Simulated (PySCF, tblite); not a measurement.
Isomers of C2H8O2Si3. Level: GFN2-xTB in tblite, geometry and Hessian alike; calculated harmonic values, unscaled, isolated species. Errors from tens to a few hundred cm⁻¹ against measured bands are possible. Modes of hydrogen on silicon can be 10 to 20 % off. One conformer each.

Electronic energies: PBE0/pcSseg-1 single points on the GFN2-xTB geometries (PySCF, gas phase).

```
                    SMILES  electronic energy, lowest = 0 (kcal/mol)
   C#C[SiH2]O[SiH2]O[SiH3]                                       0.5
   C#C[SiH2]O[SiH2][SiH2]O                                      31.3
C#C[SiH2][Si@@H](O)O[SiH3]                                      23.7
 C#C[SiH2][Si](O)(O)[SiH3]                                      44.2
  C#C[SiH](O[SiH3])O[SiH3]                                       0.0
O=C[Si@@H]1O[SiH2]C[SiH2]1                                      11.7
```

**Question.** How do GFN2-xTB zero-point energies change the relative energies?

**Answer.** 
| SMILES | ZPE (kcal/mol) | of it from modes above 1550 cm⁻¹ | electronic (kcal/mol) | with ZPE, lowest = 0 (kcal/mol) | lowest mode (cm⁻¹) | rings |
| --- | --- | --- | --- | --- | --- | --- |
| C#C[SiH](O[SiH3])O[SiH3] | 52.7 | 30.7 | 0.0 | 0.0 | 14i | 0 |
| C#C[SiH2]O[SiH2]O[SiH3] | 53.0 | 30.7 | 0.5 | 0.8 | 9i | 0 |
| O=C[Si@@H]1O[SiH2]C[SiH2]1 | 56.5 | 30.8 | 11.7 | 15.5 | 29 | 1 |
| C#C[SiH2][Si@@H](O)O[SiH3] | 53.4 | 32.1 | 23.7 | 24.4 | 18i | 0 |
| C#C[SiH2]O[SiH2][SiH2]O | 53.5 | 31.9 | 31.3 | 32.1 | 2i | 0 |
| C#C[SiH2][Si](O)(O)[SiH3] | 53.8 | 34.1 | 44.2 | 45.3 | 16 | 0 |

The zero-point energies span 3.8 kcal/mol, from `C#C[SiH](O[SiH3])O[SiH3]` to `O=C[Si@@H]1O[SiH2]C[SiH2]1`. Slightly imaginary modes are left out of the zero-point energy: `C#C[SiH](O[SiH3])O[SiH3]` 14.0i cm⁻¹, `C#C[SiH2]O[SiH2]O[SiH3]` 9.2i cm⁻¹, `C#C[SiH2][Si@@H](O)O[SiH3]` 18.3i cm⁻¹ and `C#C[SiH2]O[SiH2][SiH2]O` 2.4i cm⁻¹. The order is unchanged.

**Question.** And how do the electronic energies of GFN2-xTB itself compare?

**Answer.** `C#C[SiH](O[SiH3])O[SiH3]` 2.2; `C#C[SiH2]O[SiH2]O[SiH3]` 0.0; `O=C[Si@@H]1O[SiH2]C[SiH2]1` 70.5; `C#C[SiH2][Si@@H](O)O[SiH3]` 47.0; `C#C[SiH2]O[SiH2][SiH2]O` 47.5; `C#C[SiH2][Si](O)(O)[SiH3]` 97.5 kcal/mol, lowest = 0. Against the energies above, taken from the same isomer `C#C[SiH](O[SiH3])O[SiH3]`, the largest difference is 56.6 kcal/mol.
